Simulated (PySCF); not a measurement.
Bond stretch in AgH, singlet.

Levels of theory: NEVPT2 = SC-NEVPT2 on CASSCF(2,2)/def2-SVP, all electrons correlated, def2 effective core potentials past Kr (PySCF); UMP2 = MP2 on UHF/def2-SVP, def2 effective core potentials past Kr (PySCF 2.14.0); RCCSD = CCSD on RHF/def2-SVP, def2 effective core potentials past Kr in PySCF 2.14.0.

Energies are in kcal/mol, each relative to the lowest point of its own curve near equilibrium.

```
R / Å  NEVPT2  UMP2  RCCSD
-----  ------  ----  -----
1.28     22.6  21.8   24.7
1.39      7.7   7.1    9.0
1.45      3.5   3.0    4.3
1.51      1.1   0.8    1.5
1.59      0.0   0.0    0.1
1.62      0.1   0.2    0.0
1.68      0.7   1.2    0.5
1.73      1.8   2.6    1.5
1.79      3.4   4.6    3.1
1.87      6.1   8.0    5.8
1.98     10.4  13.3   10.1
2.17     18.3  25.2   18.5
2.44     28.9  36.5   29.9
2.65     35.5  41.3   37.5
2.90     41.3  44.4   44.5
3.25     46.1  46.5   51.0
3.58     48.3  47.3   54.5
4.01     49.6  47.8   56.9
4.34     50.0  47.9   57.9
4.87     50.2  48.0   58.6
5.60     50.3  48.0   59.0
6.53     50.3  48.1   59.1
```

At the longest distance, 6.53 Å, RCCSD lies highest above its minimum (59.1 kcal/mol) and UMP2 lowest (48.1 kcal/mol).

The unrestricted determinant behind UMP2 is spin-contaminated at 2.17 to 6.53 Å (<S²> up to 1.0, against 0.00 for a pure singlet). The T1 diagnostic of CCSD on the restricted reference of RCCSD exceeds 0.045 at 2.65 to 6.53 Å.
